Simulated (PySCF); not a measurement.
## Correlation energy of Lu²⁺ (lutetium, charge +2)

[Xe] 4f14 6s1, 2S determinant. Calculation: PySCF 2.14, in x2c-TZVPPall (11s7p7d2f2g, 99 functions); scalar relativity by spin-free X2C-1e. Frozen: [Kr] 4d10; 23 electrons correlated.

| level | correlation energy (mhartree) |
| --- | --- |
| CCSD | -671.51 |
| (T) | -19.91 |
| CCSD(T) | -691.42 |

Diagnostics: T1 = 0.010, D1 = 0.0324, largest double amplitude 0.020.

Cost of the coupled-cluster step: roughly 3 core-minutes, for 23 correlated electrons.
